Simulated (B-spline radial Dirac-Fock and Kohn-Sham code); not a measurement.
**Satellites and hypersatellites of the K lines of Hf⁵⁺**

System: hafnium as Hf⁵⁺, configuration [Xe] 4f13.

Input file task.json (cfg lists n, l and occupation; rrms is the nuclear radius in fm):

```json
{"items": [{
  "Z": 72,
  "q": 5,
  "cfg": [[1, 0, 2], [2, 0, 2], [2, 1, 6], [3, 0, 2], [3, 1, 6], [3, 2, 10], [4, 0, 2], [4, 1, 6], [4, 2, 10], [4, 3, 13], [5, 0, 2], [5, 1, 6]],
  "A": 180,
  "rrms": 5.347,
  "do": ["binding", "quiet", "double"]
}]}
```

Launch: `python xray_run.py task.json out`

Calculated with an atomic code on a B-spline grid, using multi-electron Dirac-Fock with separately optimised hole states, Breit and Lamb-shift corrections added in first order. Each two-hole energy is an average over J within one jj subconfiguration, not an observable level; in light atoms, where LS coupling holds, the j-resolved values are not observed lines, and for a K spectator the Kα1 hypersatellite is nearly forbidden. Electron correlation is not included.

Lines without a spectator: Kα2 (K-L2) 54600.6 eV, Kα1 (K-L3) 55778.9 eV, Kβ3 (K-M2) 62969.9 eV, Kβ1 (K-M3) 63225.7 eV. Shifts in eV with one spectator hole (a dash: not computed, or left out as unreliable):

| spectator hole | Kα2 | Kα1 | Kβ3 | Kβ1 |
| --- | --- | --- | --- | --- |
| K (1s) | +941.9 | +1008.9 | +1218.3 | +1233.8 |
| L2 (2p1/2) | +118.8 | +159.1 | – | +305.8 |
| L3 (2p3/2) | +92.1 | +100.1 | +234.1 | – |
| M2 (3p1/2) | – | +24.77 | +48.5 | +57.4 |
| M3 (3p3/2) | +13.93 | – | +41.9 | +42.3 |
| M4 (3d3/2) | +4.68 | +1.27 | – | – |
| M5 (3d5/2) | -0.56 | +3.30 | – | – |

Run: 38 s of CPU time on 1 thread of Neoverse-V2 (shared host), peak memory 0.55 GiB.
